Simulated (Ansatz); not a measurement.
**Bend profile**

KHS (SMILES [SH][K]), singlet, at its PBE0-D4/def2-TZVP minimum:

S1  (-0.625, -0.683, -0.424)
K2  (1.728, 0.055, 0.954)
H3  (-1.114, 0.564, -0.544)
(Å)

The angle H3–S1–K2 (96.0° at the minimum) is set to the values below, H3, with anything bonded beyond it, turning rigidly in the plane of the angle. Each method's energies count from its own value at the PBE0-D4 minimum structure. Program: Ansatz 0.2.0. Basis: def2-TZVPP. Cores are frozen in the correlated methods. The outer core shell of Li, Na, Mg and K is correlated. The def2 sets are not built for correlating such inner shells, so the correlated values are less sure here. B3LYP uses VWN-RPA correlation.

```
angle (°)  CCSD(T) (eV)  PBE0-D4 (eV)  PBE-D4 (eV)
     66.0             ?         0.093        0.092
     73.5         0.036         0.047        0.045
     81.0             ?         0.019        0.017
     88.5         0.003         0.004        0.003
     96.0         0.000         0.000        0.000
    103.5         0.005         0.005        0.007
    111.0         0.015         0.017        0.022
    118.5             ?         0.036        0.043
    126.0         0.049         0.059        0.069
```

Question: Fill in the withheld CCSD(T) values. (To be estimated.)

Answer: By the calculation: 0.075 eV at 66.0°; 0.014 eV at 81.0°; 0.031 eV at 118.5°. These count from the CCSD(T) energy at the PBE0-D4 minimum.

Minimum and curvature along this coordinate at CCSD(T): A fifth-order fit through the nearest points gives 94.8°, with a curvature of about 0.13 meV/deg².

Largest difference from the CCSD(T) curve over the scan: r2SCAN-D4 0.006; B3LYP-D4 0.020; wB97M-V 0.007; HF 0.024 eV. Each curve counts from its own value at the minimum.

The T1 diagnostic stays at or below 0.010.

For scale, one of the runs: CCSD(T)/def2-TZVPP, 89 basis functions (an equivalent command: `ansatz run in.yaml --threads 2`). Hardware: 2 CPU threads, shared host. Wall time about 1 s.
